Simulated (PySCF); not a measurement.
# `C1(/C=C/N=C)=CCC1`, C7H9N

Molfile (atoms numbered from 1):
```
C7H9N
     RDKit          3D

 17 17  0  0  0  0  0  0  0  0999 V2000
    3.7497    0.5562   -0.2199 C   0  0  0  0  0  0  0  0  0  0  0  0
    2.8384   -0.3163   -0.1589 N   0  0  0  0  0  0  0  0  0  0  0  0
    1.5279    0.0623   -0.0336 C   0  0  0  0  0  0  0  0  0  0  0  0
    0.5540   -0.8632    0.0346 C   0  0  0  0  0  0  0  0  0  0  0  0
   -0.8285   -0.5442    0.1659 C   0  0  0  0  0  0  0  0  0  0  0  0
   -1.9634   -1.2640    0.2519 C   0  0  0  0  0  0  0  0  0  0  0  0
   -2.8513   -0.0605    0.3579 C   0  0  0  0  0  0  0  0  0  0  0  0
   -1.5533    0.7798    0.2606 C   0  0  0  0  0  0  0  0  0  0  0  0
    3.5712    1.6371   -0.1784 H   0  0  0  0  0  0  0  0  0  0  0  0
    4.7721    0.2264   -0.3185 H   0  0  0  0  0  0  0  0  0  0  0  0
    1.2875    1.1281    0.0113 H   0  0  0  0  0  0  0  0  0  0  0  0
    0.8232   -1.9093   -0.0122 H   0  0  0  0  0  0  0  0  0  0  0  0
   -2.1861   -2.3154    0.2492 H   0  0  0  0  0  0  0  0  0  0  0  0
   -3.3919    0.0381    1.2989 H   0  0  0  0  0  0  0  0  0  0  0  0
   -3.5489    0.0769   -0.4679 H   0  0  0  0  0  0  0  0  0  0  0  0
   -1.4830    1.4101   -0.6238 H   0  0  0  0  0  0  0  0  0  0  0  0
   -1.3247    1.3699    1.1461 H   0  0  0  0  0  0  0  0  0  0  0  0
  1  2  2  0
  2  3  1  0
  3  4  2  0
  4  5  1  0
  5  6  2  0
  6  7  1  0
  7  8  1  0
  8  5  1  0
  1  9  1  0
  1 10  1  0
  3 11  1  0
  4 12  1  0
  6 13  1  0
  7 14  1  0
  7 15  1  0
  8 16  1  0
  8 17  1  0
M  END
```

The calculation used GIAO BHandHLYP/pcSseg-1 magnetisability, rotational g tensor and spin-rotation constants, non-relativistic, gas phase (PySCF 2.14.0). Geometry: GFN2-xTB.

Give the nuclear spin-rotation constants along the inertial axes (H = +C I·J) beside the isotropic shieldings.

Rotational constants 8.7688, 0.8835, 0.8108 GHz. A star marks the isotopologue with that one atom substituted, in its own axes.
```
atom  isotope  Caa (kHz)  Cbb (kHz)  Ccc (kHz)  mean (kHz)  σ (ppm)
  N2      14N      3.306      0.196      0.016       1.173   -142.6
  H9       1H     -0.671      0.081     -0.090      -0.227     24.4
 H10       1H      0.727     -0.072     -0.082       0.191     24.8
 H11       1H     -0.649      0.086     -0.102      -0.222     24.9
 H12       1H     -0.771      0.096     -0.096      -0.257     24.8
 H13       1H     -0.746      0.080     -0.094      -0.253     25.4
 H14       1H     -0.447     -0.092     -0.015      -0.185     29.3
 H15       1H     -0.449     -0.093     -0.015      -0.186     29.3
 H16       1H     -0.895     -0.048     -0.015      -0.319     29.3
 H17       1H     -0.895     -0.048     -0.015      -0.319     29.3
  C1     13C*      3.823      0.365      0.157       1.448     31.1
  C3     13C*      3.408      0.380      0.169       1.319     37.3
  C4     13C*      3.509      0.380      0.125       1.338     46.8
  C5     13C*      3.446      0.450      0.126       1.341     31.1
  C6     13C*      3.260      0.423      0.126       1.270     40.5
  C7     13C*      1.683      0.130      0.108       0.640    158.0
  C8     13C*      1.336      0.155      0.118       0.536    157.8
```
For the geometry as given, no vibrational averaging.

How do the rotational constants and the g tensor change when H9, H10, H11, H12, H13, H14, H15, H16, H17 are replaced by deuterium?

Constants 6.4936, 0.7793, 0.7082 GHz; g -0.1006, -0.0116, -0.0011, against -0.1353, -0.0132, -0.0013 before.
